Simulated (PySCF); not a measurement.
`O=C=C(F)[C@@H](F)[C@@H](F)Cl`, C$_{4}$H$_{2}$ClF$_{3}$O

Cartesian coordinates in Å; atom numbers follow the order of the lines, from 1:
```xyz
11

O     2.337   -1.483   -0.803
C     1.676   -0.909   -0.052
C     0.897   -0.255    0.775
F     1.073   -0.386    2.122
C    -0.176    0.706    0.360
F     0.364    1.867   -0.162
C    -1.119    0.126   -0.701
F    -0.404   -0.442   -1.706
Cl   -2.148   -1.123    0.034
H    -0.743    0.999    1.252
H    -1.751    0.904   -1.145
```

The calculation used PySCF, GIAO PBE/pcSseg-1 magnetisability, rotational g tensor and spin-rotation constants, non-relativistic, gas phase. Geometry: GFN2-xTB.

How diamagnetic is it, and how anisotropic?

Isotropic -1116 × 10⁻³⁰ J/T², or -67.2 × 10⁻⁶ cm³/mol; principal values -1229, -1127, -993 × 10⁻³⁰ J/T², anisotropy 205 × 10⁻³⁰ J/T² (root of half the summed squared differences of the principal values). The susceptibility is in cgs units.

Split it along the inertial axes a, b, c into diamagnetic and paramagnetic parts about the centre of mass, with the quadrupole moment.


```
axis  χ (10⁻⁶ cm³/mol)  diamagnetic (10⁻⁶ cm³/mol)  paramagnetic (10⁻⁶ cm³/mol)  summed x² of all electrons (Å²)  quadrupole Θ (D Å)
   a             -65.9                      -764.2                        698.4                            183.7               +1.76
   b             -62.7                     -1139.7                       1077.0                             95.2               -1.29
   c             -73.2                     -1183.0                       1109.8                             85.0               -0.47
```
Anisotropies 2χaa − χbb − χcc = +4.1 and 2χbb − χaa − χcc = +13.7 × 10⁻⁶ cm³/mol. Θ is traceless in Buckingham's convention.

And the rotational g tensor?


| axis | rotational constant (GHz) | g | nuclear part | electronic part |
| --- | --- | --- | --- | --- |
| a | 1.5918 | -0.0271 | 0.4951 | -0.5222 |
| b | 1.0144 | -0.0180 | 0.4953 | -0.5133 |
| c | 0.9812 | -0.0128 | 0.4988 | -0.5116 |

Asymmetric top; isotopes 12C, 35Cl, 19F, 1H, 16O; no vibrational averaging.
